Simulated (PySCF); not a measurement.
BH₅N₂. Atoms are numbered in the order given.

```xyz
8

B      0.0000     0.0000    -0.4990
H      0.0000     0.0000    -1.6944
N      0.0000    -1.2400     0.1763
H      0.0000    -2.1143    -0.3162
H      0.0000    -1.3429     1.1770
N      0.0000     1.2400     0.1763
H      0.0000     1.3429     1.1770
H      0.0000     2.1143    -0.3162
```

Geometry optimised at B3LYP-D3(BJ)/def2-TZVP. One conformer was computed; it need not be the lowest.

Level of theory: ωB97X/def2-TZVPD run with PySCF.

The molecule is in vacuum.

```
Property                                                                                                        Value
---------------------------------------------------------------------------------------------  ----------------------
total energy                                                                                       -137.46670 hartree
point group                                                                                                       C2v
highest occupied level                                                                                       -9.39 eV
lowest empty level                                                                                            1.60 eV
orbital gap                                                                                                  10.98 eV
dipole moment                                                                                               0.272 e·Å
quadrupole, principal values (traceless, Buckingham form, about the centre of nuclear charge)   -6.62, 0.65, 5.96 D·Å
mean static polarisability                                                                       34.8 bohr³ (5.16 Å³)
polarisability, principal values                                                               29.2, 34.4, 40.8 bohr³
```
